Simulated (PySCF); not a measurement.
**Dy⁵³⁺: ionisation energy**

Dy⁵³⁺ [Ne] 3s2 3p1 (2P) → Dy⁵⁴⁺ [Ne] 3s2 (1S), as a difference of total energies. Calculation: PySCF 2.14, in an uncontracted even-tempered set (17 s from 12 bohr⁻², ratio 2.5; 12 p from 16 bohr⁻², ratio 2.5; 4 d from 62 bohr⁻², ratio 2.7; 4 f from 93 bohr⁻², ratio 2.7); scalar relativity by spin-free X2C-1e. Correlated levels: outer shells: 1s2 frozen; virtual orbitals above 40 to 60 times the deepest correlated orbital energy dropped. The calculations carry no spin-orbit coupling.

```tsv
method	ionisation energy (eV)
UHF	4922.0
MP2 (outer shells)	4922.6
SCS-MP2 (outer shells)	4922.5
CCSD (outer shells)	4922.6
CCSD(T) (outer shells)	4922.6
```

A first-order spin-orbit estimate (lowest level to lowest level, LS coupling) adds 132.4 eV.

Breit and QED terms and the two-electron picture change are absent.

First order in ζ underestimates the shift of j = l − 1/2 levels at high Z.

For comparison: 5066 ± 5 eV (theoretical estimate listed by NIST; NIST Atomic Spectra Database, ionization energies).
